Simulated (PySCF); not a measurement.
Cl$_{3}$In, charge -1, doublet, at a GFN2-xTB geometry (such geometries of metal compounds can be far from the true shape) (a state made from the parent by changing its charge; the spin is typed, not shown lowest) (core potentials on In). Base run: M062X/def2-SV(P) (PySCF).

The PySCF input:
```python
from pyscf import gto, scf, dft

mol = gto.Mole()
mol.atom = '''
    In   -0.085964   -0.391910   -0.261744
    Cl    2.342113    0.175013   -0.188861
    Cl   -0.830550   -0.660276    2.103809
    Cl   -1.263785    1.614885   -1.160510
'''
mol.basis = 'def2-sv(p)'
mol.ecp = {'In': 'def2-sv(p)'}
mol.charge = -1
mol.spin = 1
mol.verbose = 4
mol.build()

mf = dft.UKS(mol)
mf.xc = 'm062x'
mf.kernel()
```

Each row names what was changed in the base input (with any setting that the change needs).

| change | ΔE vs base (µEh) | grid points | electrons on the grid |
|---|---|---|---|
| base | 0.0 | 78520 | 73.00000 |
| grids.radi_method = delley | -327 | 78832 | 73.00000 |
| grids.becke_scheme = stratmann | -3.3 | 78520 | 73.00000 |
| grids.atom_grid = (99, 590) | -15.9 | 118288 | 73.00000 |
| grids.radi_method = gauss_chebyshev | -119 | 76056 | 73.00000 |
| grids.level = 7 | -12.3 | 346896 | 73.00000 |
| grids.atom_grid = (150, 974) | -14.0 | 292600 | 73.00000 |
| grids.level = 4 | -15.5 | 118200 | 73.00000 |
| grids.level = 1 | -467 | 27040 | 72.99999 |
| grids.atom_grid = (75, 302) | 14.3 | 54240 | 73.00001 |
| grids.prune = off | 2.3 | 145392 | 73.00000 |

Open shells are given as the SCF converged; they aren't shown to be the lowest states, and a large step between rows can be another state.
